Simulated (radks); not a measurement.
Results of a calculation; reference values are marked as such.
Problem. These are the eigenvalues of the occupied orbitals of an atom or ion with whole-number occupations (Ry). Level of theory: scalar-relativistic Kohn-Sham, r2SCAN, spin-polarised, spherical densities, finite nucleus; meta-GGA in the generalised Kohn-Sham scheme; Fermi nuclear charge, rms radius of each element as measured or else 0.836 A^(1/3) + 0.57 fm (a radial shooting solver on a logarithmic mesh with Libxc functionals).

| orbital | eigenvalue |
|---|---|
| 1s up | -3841.804 |
| 1s down | -3838.485 |
| 2s up | -914.1839 |
| 2s down | -908.8489 |
| 2p up | -862.3762 |

Which element is it, and in what charge state? The configuration may be excited. Open shells, if any, are filled with parallel spins first.

Solution. Z = 62, samarium, charge +56: Sm56+ in [He] 2s2 2p2. The list shows which subshells hold electrons but not how many an open one holds; the 1s level, -1920.9 hartree, gives Z - s = 62.0 by -(Z - s)^2/2, which with screening and relativity narrows Z to a few neighbours, and the depths of the outer levels then fix element, charge and occupations together.
